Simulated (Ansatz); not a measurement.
Reactions of Cl₂H₂OSi (`O[SiH](Cl)Cl`).

Program: Ansatz. Geometries: PBE0-D4/def2-TZVP. ΔE: electronic, gas phase. CCSD(T)/CBS is the MP2 limit (def2-TZVPP, def2-QZVPP) plus CCSD(T) − MP2 in def2-TZVPP, frozen cores. This one scheme is used for every species, atoms too. Open shells (•) are unrestricted, without spin–orbit coupling. Spin–orbit coupling would lower the free atoms: a little for Cl. One conformer a species, not always the lowest.

Question: Order these by ΔE at CCSD(T)/CBS, lowest first. (An estimate is asked.)
A. `O[SiH](Cl)Cl` + `C[SiH3]` → `C[SiH2][SiH](O)Cl` + HCl
B. `O[SiH](Cl)Cl` + H• → `[O][SiH](Cl)Cl`• + H₂
C. `O[SiH](Cl)Cl` + `[OH]`• → `[O][SiH](Cl)Cl`• + H₂O
D. `O[SiH](Cl)Cl` + `N[SiH](O)O` → `O[SiH](O)N[SiH](Cl)Cl` + H₂O
E. `O[SiH](Cl)Cl` + Cl• → `[O][SiH](Cl)Cl`• + HCl

Answer: C (+21.6 kJ/mol), D (+30.1 kJ/mol), B (+90.5 kJ/mol), E (+100.5 kJ/mol), A (+109.9 kJ/mol).

Largest T1 diagnostic: 0.014, for `[O][SiH](Cl)Cl`•.
